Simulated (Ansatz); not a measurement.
Basis-set extrapolation for `C[Si](C)(S)S` (PBE0-D4/def2-TZVP geometry, frozen core, Ansatz). Multiplicity 1, RHF reference.

|  | def2-TZVPP | def2-QZVPP |
| --- | --- | --- |
| HF | -1164.549427 | -1164.584638 |
| MP2 correlation | -0.837860 | -0.901895 |
| CCSD(T) correlation | -0.946077 | not run |

Energies in hartree. Use E(X) = E(∞) + A·exp(−7.88·√X) for Hartree–Fock and E(X) = E(∞) + B·X^(−2.97) for correlation, with X = 3 and 4, and add CCSD(T) minus MP2 of the smaller set to the MP2 limit.

Problem. What is the CCSD(T) energy at the basis-set limit?

Solution. HF limit: -1164.584638 + (-0.035211) × 0.13774 = -1164.58949. MP2 limit: -0.901895 + (-0.064035) × 0.74074 = -0.94933. Higher-order term: -0.946077 − (-0.837860) = -0.10822. Total: -1165.64704 hartree, 397.9 kJ/mol below CCSD(T)/def2-TZVPP.
